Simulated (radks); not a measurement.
The numbers below are computed, except where a source is named.
Q: Species: Pt72+. Configuration: [He] 2s2 2p2 (the NIST ground configuration). Level of theory: Dirac Kohn-Sham, exchange-only PBE, spin-unpolarised, spherical densities, finite nucleus; open shells fill j = l - 1/2 first; Fermi nuclear charge, rms radius 5.427 fm (a radial shooting solver on a logarithmic mesh with Libxc functionals). Some entries of the table are withheld. Estimate them.

orbital  occ.  eigenvalue (hartree)  <r^2> (bohr^2)  r(max) (bohr)
1s1/2       2             -3180.919             (1)            (2)
2s1/2       2             -772.8378             (3)        0.06023
2p1/2       2             -761.0228             (4)            (5)
2p3/2       0             -691.8690             (6)            (7)

A: 
(1) 1s1/2 <r^2> (bohr^2): 0.0004041
(2) 1s1/2 r(max) (bohr): 0.01061
(3) 2s1/2 <r^2> (bohr^2): 0.005740
(4) 2p1/2 <r^2> (bohr^2): 0.004007
(5) 2p1/2 r(max) (bohr): 0.04415
(6) 2p3/2 <r^2> (bohr^2): 0.005050
(7) 2p3/2 r(max) (bohr): 0.05106
